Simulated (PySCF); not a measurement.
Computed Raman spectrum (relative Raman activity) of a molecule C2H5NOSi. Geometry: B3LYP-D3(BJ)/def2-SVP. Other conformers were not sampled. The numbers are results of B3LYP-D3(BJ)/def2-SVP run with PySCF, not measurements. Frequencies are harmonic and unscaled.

Lines under 2 % of the strongest are left out, and lines within 2 cm⁻¹ are merged.

| ν (cm⁻¹) | relative intensity |
|---|---|
| 120 | 4.4 |
| 143 | 3.7 |
| 174 | 3.8 |
| 346 | 2.2 |
| 389 | 3.7 |
| 607 | 2.5 |
| 734 | 3.4 |
| 799 | 3.0 |
| 847 | 6.1 |
| 894 | 3.4 |
| 920 | 5.9 |
| 941 | 3.2 |
| 1531 | 3.3 |
| 2151 | 83 |
| 2269 | 97 |
| 3455 | 31 |
| 3582 | 100 |
| 3681 | 57 |
| 3859 | 65 |

### Question
Pick the molecule that these values belong to.
A) C[SiH2]N=C=O
B) C#C[Si@H](N)O
C) C[SiH2]OC#N
D) [SiH3]C1=NCO1

### Answer
B, C#C[Si@H](N)O
